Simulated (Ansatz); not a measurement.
Computed with Ansatz.

A structure relaxed at PBE0-D4/def2-TZVP, charge 0, multiplicity 1:

```xyz
15

C     0.732   -1.909    0.900
C     0.246   -0.633    0.282
C     1.068    0.488    0.213
C     0.620    1.682   -0.329
C    -0.672    1.746   -0.810
F    -1.116    2.895   -1.339
C    -1.519    0.657   -0.765
C    -1.048   -0.527   -0.218
H     0.520   -1.933    1.973
H     1.811   -2.024    0.778
H     0.247   -2.778    0.452
H     2.084    0.428    0.590
H     1.258    2.555   -0.387
H    -2.525    0.742   -1.157
H    -1.706   -1.389   -0.182
```

(1) Give its formula and SMILES.

(2) Point group (tolerance 0.08 Å, 0.16 Å for H)?

(3) Summarise the bond lengths by kind.

Answers

(1) C7H7F, `Cc1ccc(F)cc1`.

(2) Cs.

(3) 7 × C–C 1.380 to 1.499 Å; 7 × C–H 1.083 to 1.095 Å; 1 × C–F 1.341 Å.
